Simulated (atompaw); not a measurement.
## Pseudopotential generation for tellurium (Te): PAW (atompaw), PBEsol, scalar-relativistic.

```json
{"Element": "tellurium", "Generator": "atompaw 4.2.0.5", "Type": "PAW", "Functional": "PBEsol", "Relativity": "scalar-relativistic", "Frozen core": "[Kr] 4d10", "Valence charge": "6", "Reference configuration": "5s2 5p2.5 (charge +1.5)", "Partial waves": "5s (bound): rc 1.80 bohr; 5s channel at -1.79 Ry: rc 1.80 bohr; 5p (bound): rc 1.80 bohr; 5p channel at 3.45 Ry: rc 1.80 bohr", "Local potential": "ultrasoft scheme with l = 2 at 0 Ry, radius 1.65 bohr", "Core correction": "smooth core density matched at 1.30 bohr", "Augmentation charge": "sinc compensation charge, radius 1.70 bohr; PAW radius 1.80 bohr; waves and projectors: custom rrkj vanderbiltortho"}
```

Problem. Estimate the cutoffs (Ry, on a coarse ladder) from which the occupation-weighted sum of valence levels, in a spherical-Bessel basis at the reference potential, stays within 10 and 1 mRy of its value at 400 Ry.

Solution. 15 Ry and 30 Ry.

Problem. What does a ghost test show?

Solution. Ghost state, extra bound levels that the all-electron valence spectrum of the same l lacks: p at -30.8 eV. A true bound ghost makes a file unfit for plane-wave use.

Problem. Is the overlap operator S = 1 + Σ q|β⟩⟨β| positive definite (Bessel basis up to 400 Ry)?

Solution. Yes: its lowest eigenvalue is 0.50 (s channel).
